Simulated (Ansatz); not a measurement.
Basis-set extrapolation for BClH5NSi, SMILES `B[SiH](N)Cl` (PBE0-D4/def2-TZVP geometry, frozen core, Ansatz 0.2.0). Multiplicity 1, RHF reference.

```tsv
	def2-TZVPP	def2-QZVPP
HF	-830.573190	-830.599035
MP2 correlation	-0.638618	-0.690014
CCSD(T) correlation	-0.714548	not run
```

Energies in hartree. Use E(X) = E(∞) + A·exp(−7.88·√X) for Hartree–Fock and E(X) = E(∞) + B·X^(−2.97) for correlation, with X = 3 and 4, and add CCSD(T) minus MP2 of the smaller set to the MP2 limit.

What is the CCSD(T) energy at the basis-set limit?

HF limit: -830.599035 + (-0.025845) × 0.13774 = -830.60259. MP2 limit: -0.690014 + (-0.051396) × 0.74074 = -0.72809. Higher-order term: -0.714548 − (-0.638618) = -0.07593. Total: -831.40661 hartree, 312.1 kJ/mol below CCSD(T)/def2-TZVPP.
